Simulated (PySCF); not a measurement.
H3SbTe3, SMILES [TeH][Sb]([TeH])[TeH].

Geometry: PBE0-D3(BJ)/def2-SVP. The structure was generated by enumeration; whether it is a known compound was not checked. The def2 effective core potentials stand for the cores of Sb, Te; spin–orbit coupling is left out.

Method: PySCF with PBE0-D3(BJ)/def2-SVP.

Frequencies are harmonic and unscaled.

Computed normal modes with their intensities:
```tsv
mode	ν (cm⁻¹)	IR (km/mol)	moving atoms (share of kinetic energy)
1	30	0.3	Te 79 %, H 11 %, Sb 10 %
2	46	0.1	Te 88 %, Sb 10 %
3	61	0.2	Te 69 %, Sb 26 %
4	99	3.5	H 86 %, Te 14 %
5	146	0.9	H 91 %
6	181	2.5	H 84 %, Te 8 %
7	185	3.0	Te 43 %, Sb 40 %, H 17 %
8	188	8.2	Sb 52 %, Te 45 %
9	193	8.8	Sb 53 %, Te 43 %
10	520	4.4	H 98 %
11	537	7.8	H 98 %
12	587	2.4	H 98 %
13	2122	43.7	H 99 %
14	2135	39.9	H 99 %
15	2136	33.2	H 99 %
```
